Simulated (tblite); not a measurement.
Species: C₇H₁₀SSi.
SMILES with atom numbers: `[CH2:1]=[CH:2][C:3]1=[C:4]([S:5][CH3:6])[SiH2:7][CH:8]=[CH:9]1` (hydrogens: H10, H11 on C1; H12 on C2; H13, H14, H15 on C6; H16, H17 on Si7; H18 on C8; H19 on C9)

A start from a force field or distance geometry was refined with GFN2-xTB geometry optimisation, gas phase (tblite). Values at the start:

| coordinate | start |
| --- | --- |
| C1=C2 | 1.300 Å |
| C1–H10 | 1.083 Å |
| C1–H11 | 1.088 Å |
| C2–C3 | 1.498 Å |
| C2–H12 | 1.069 Å |
| C3=C4 | 1.306 Å |
| C3–C9 | 1.406 Å |
| C4–S5 | 1.776 Å |
| C4–Si7 | 1.861 Å |
| S5–C6 | 1.810 Å |
| C6–H13 | 1.103 Å |
| Si7–C8 | 1.841 Å |
| Si7–H16 | 1.453 Å |
| C8=C9 | 1.323 Å |
| C8–H18 | 1.075 Å |
| C9–H19 | 1.126 Å |
| C1–C2–C3 | 122.8° |
| C2–C3–C4 | 120.0° |
| C3–C4–S5 | 131.0° |
| C3–C4–Si7 | 106.8° |
| C4–C3–C9 | 117.5° |
| C4–S5–C6 | 112.1° |
| S5–C4–Si7 | 122.2° |
| Si7–C8–C9 | 106.2° |
| C2–C3–C4–S5 | -2° |
| C3–C4–S5–C6 | -179° |

**Question.** How do these coordinates change at the GFN2-xTB level?

**Answer.** 
```
 coordinate  GFN2-xTB (Å or °)  change
      C3=C4              1.365  +0.059
      C2–C3              1.446  -0.052
      C3–C9              1.458  +0.052
     C9–H19              1.080  -0.046
     C4–Si7              1.900  +0.039
      C4–S5              1.739  -0.037
      C1=C2              1.331  +0.031
     Si7–C8              1.870  +0.029
     C6–H13              1.085  -0.018
      C8=C9              1.340  +0.017
     C2–H12              1.084  +0.015
     C1–H11              1.076  -0.012
    Si7–H16              1.464  +0.011
     C1–H10              1.077  -0.006
      S5–C6              1.815  +0.005
     C8–H18              1.077  +0.002
   C4–S5–C6              101.6   -10.5
   C3–C4–S5              122.7    -8.3
  S5–C4–Si7              127.2    +5.0
   C1–C2–C3              126.8    +4.0
   C4–C3–C9              113.8    -3.7
  Si7–C8–C9              109.8    +3.6
   C2–C3–C4              123.4    +3.4
  C3–C4–Si7              110.1    +3.3
C3–C4–S5–C6                178      -3
C2–C3–C4–S5                 -1      +1
```

The energy falls by 0.678 eV over 62 L-BFGS steps, the largest force on an atom goes from 4.53 to 0.008 eV/Å, and the atoms move by 0.161 Å rms after alignment. The bond that changes most is C3=C4 (both ends fully substituted alkene carbon), which lengthens by 0.059 Å. Bonds longer at the end by more than 0.005 Å: 10 of 19; shorter: 8. Among the dihedrals that turn most is C4–S5–C6–H15, from 48° to 60°. Rotational constants go from 1592, 1009, 624.7 to 1528, 1055, 631.2 MHz.

The run took 1.1 s wall on one thread, Arm Neoverse N1 (aarch64), shared host with 64 logical CPUs at a one-minute load of 60.

Its GFN2-xTB frequencies are all real (lowest 36 cm⁻¹). One conformer, not necessarily the lowest.

All values are computed, not measured.
